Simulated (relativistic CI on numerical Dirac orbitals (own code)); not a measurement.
# N IV: q coefficients

Computed by Dirac-Coulomb-Breit CI, separate exchange-only KLI orbitals for each configuration, valence Slater integrals scaled by 0.85, P86 correlation energy added to each configuration, derivatives by finite differences, QED left out (own radial code, finite nucleus).

Configurations in the expansion (outside the closed core 1s2): 2s², 2s2p, 2p², 2p3s, 2p3p, 2s3s, 2s3p, 2s3d. Levels of other configurations are missing.

With x = (α/α₀)² − 1 an excitation energy changes as ω = ω₀ + qx; K = 2q/ω₀ is the relative enhancement. Terms are leading LS components, so labels can repeat.

Lowest level 2s² ¹S0.

```csv
Level,ω₀ (cm⁻¹),q (cm⁻¹),K
2s2p ³P°0,67821,174.9,0.00516
2s2p ³P°1,67880,233.8,0.00689
2s2p ³P°2,68017,371.6,0.0109
2s2p ¹P°1,131005,339.1,0.00518
2p² ³P0,177344,531,0.00599
2p² ³P1,177415,602,0.00679
2p² ³P2,177531,718.1,0.00809
2p² ¹D2,193533,651.4,0.00673
2p² ¹S0,235577,655.7,0.00557
2s3s ³S1,376122,215.4,0.00115
2s3s ¹S0,386540,235.7,0.00122
2s3p ¹P°1,405582,307.4,0.00152
2s3p ³P°0,405773,265.1,0.00131
```

For a near-neutral ion this model can misplace configurations by up to about 10,000 cm⁻¹ (more where the count of f electrons changes) and terms by 10 to 25 % of their spread. Rates follow the energies as ν³ (E1, M1) or ν⁵ (E2), so they and the lifetimes can be off by large factors. The fine structure of a lone outer electron comes out too small, for d and f at times inverted, and misplaced configurations move strength between like terms.
